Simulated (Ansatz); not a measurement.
A relaxation, step by step

GeH3Br, singlet, PBE0-D4/def2-TZVP (Ansatz 0.2.0). Settings:

```yaml
hamiltonian: {xc: pbe0, dispersion: d4}
relax: {f_tol: 0.005, max_steps: 200}
```

Start, a step off a saddle point along its unstable mode:

Ge1  (-0.821, 0.415, -0.049)
Br2  (1.492, -1.297, -0.505)
H3  (0.068, -0.915, -0.990)
H4  (-0.824, 0.097, 1.494)
H5  (0.085, 1.700, 0.050)
(Å)

| step | energy less the last (meV) | largest force component (eV/Å) |
| --- | --- | --- |
| 1 | 2397.2 | 0.275 |
| 2 | 2384.7 | 0.222 |
| 3 | 2380.2 | 0.174 |
| 4 | 2375.1 | 0.105 |
| 5 | 2324.9 | 0.629 |
| 6 | 1913.8 | 1.572 |
| 7 | 1205.7 | 2.028 |
| 8 | 522.2 | 1.576 |
| 9 | 144.2 | 1.420 |
| 10 | 26.1 | 0.546 |
| 11 | 0.7 | 0.094 |
| 12 | 0.0 | 0.005 |

Step 4, positions (Å) and forces (eV/Å):

```csv
atom,x,y,z,Fx,Fy,Fz
Ge1,-0.764,0.398,-0.038,0.093,-0.066,-0.011
Br2,1.465,-1.232,-0.453,0.055,-0.019,0.014
H3,0.016,-0.926,-1.024,-0.105,0.099,0.042
H4,-0.821,0.061,1.490,-0.029,-0.019,-0.011
H5,0.104,1.699,0.025,-0.015,0.005,-0.033
```

Step 9, positions (Å) and forces (eV/Å):

```tsv
atom	x	y	z	Fx	Fy	Fz
Ge1	-0.177	0.135	0.028	-0.879	-0.176	-0.586
Br2	1.759	-0.977	-0.002	1.420	-0.550	0.252
H3	-0.806	-0.620	-1.171	-0.353	0.508	0.252
H4	-0.877	-0.150	1.350	-0.121	0.056	0.117
H5	0.101	1.613	-0.205	-0.068	0.162	-0.036
```

Step 11, positions (Å) and forces (eV/Å):

| atom | x | y | z | Fx | Fy | Fz |
| --- | --- | --- | --- | --- | --- | --- |
| Ge1 | -0.172 | 0.089 | -0.007 | -0.026 | 0.013 | -0.013 |
| Br2 | 1.871 | -0.970 | 0.076 | 0.094 | -0.046 | 0.005 |
| H3 | -0.944 | -0.530 | -1.177 | -0.017 | 0.025 | 0.016 |
| H4 | -0.862 | -0.169 | 1.336 | -0.025 | 0.010 | -0.004 |
| H5 | 0.106 | 1.579 | -0.228 | -0.026 | -0.002 | -0.003 |

Last step (12):

Ge1  (-0.169, 0.087, -0.007)
Br2  (1.880, -0.974, 0.077)
H3  (-0.948, -0.525, -1.174)
H4  (-0.865, -0.167, 1.333)
H5  (0.102, 1.578, -0.229)
(Å)

Hardware: 2 CPU threads of an Intel Xeon 6975P-C, shared host. Wall time about 16 s.
